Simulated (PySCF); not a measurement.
A calculated (UHF, PySCF 2.14, aug-cc-pVDZ, the non-relativistic Hamiltonian (point nucleus)) atom or ion has these occupied shells.

| shell | electrons | orbital energy (eV) | rms radius, mean of both spins (bohr) |
| --- | --- | --- | --- |
| 1s | 2 | -75.994 | 0.668 |

Name the element and its charge.

Li+ (lithium, charge +1), in 1s2, closed-shell 1S.
